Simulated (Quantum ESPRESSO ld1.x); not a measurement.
The numbers below are computed, except where a source is named.
The gold ion Au4+, configuration [Xe] 4f14 5d7 (the NIST ground configuration). Level of theory: scalar-relativistic Kohn-Sham, LDA (Slater exchange, Perdew-Wang correlation), spin-polarised, spherical densities, point nucleus; open shells are filled with parallel spins first (ld1.x of Quantum ESPRESSO 7.5). Some entries of the table are withheld. Estimate them.

| orbital | occ. | eigenvalue (hartree) | <r^2> (bohr^2) |
|---|---|---|---|
| 1s up | 1 | -2968.49 | 0.0003934 |
| 1s down | 1 | -2968.49 | 0.0003934 |
| 2s up | 1 | -525.419 | 0.005999 |
| 2s down | 1 | -525.410 | 0.005999 |
| 2p up | 3 | -454.617 | 0.005049 |
| 2p down | 3 | -454.609 | 0.005049 |
| 3s up | 1 | -125.489 | 0.03871 |
| 3s down | 1 | -125.484 | 0.03871 |
| 3p up | 3 | -104.959 | 0.03978 |
| 3p down | 3 | -104.954 | 0.03978 |
| 3d up | 5 | -83.0081 | 0.03294 |
| 3d down | 5 | -83.0009 | 0.03294 |
| 4s up | 1 | -28.7398 | 0.1872 |
| 4s down | 1 | -28.7300 | 0.1872 |
| 4p up | 3 | -22.0061 | 0.2140 |
| 4p down | 3 | -21.9963 | 0.2139 |
| 4d up | 5 | -13.9258 | 0.2431 |
| 4d down | 5 | -13.9142 | 0.2429 |
| 5s up | 1 | -5.94124 | 0.9505 |
| 5s down | 1 | -5.88089 | 0.9455 |
| 4f up | 7 | -4.94809 | (1) |
| 4f down | 7 | -4.93220 | (2) |
| 5p up | 3 | -4.12944 | 1.253 |
| 5p down | 3 | -4.05839 | 1.248 |
| 5d up | 5 | (3) | 2.184 |
| 5d down | 2 | (4) | 2.210 |

Answer. 
(1) 4f up <r^2> (bohr^2): 0.3009
(2) 4f down <r^2> (bohr^2): 0.2990
(3) 5d up eigenvalue (hartree): -2.06535
(4) 5d down eigenvalue (hartree): -1.98875
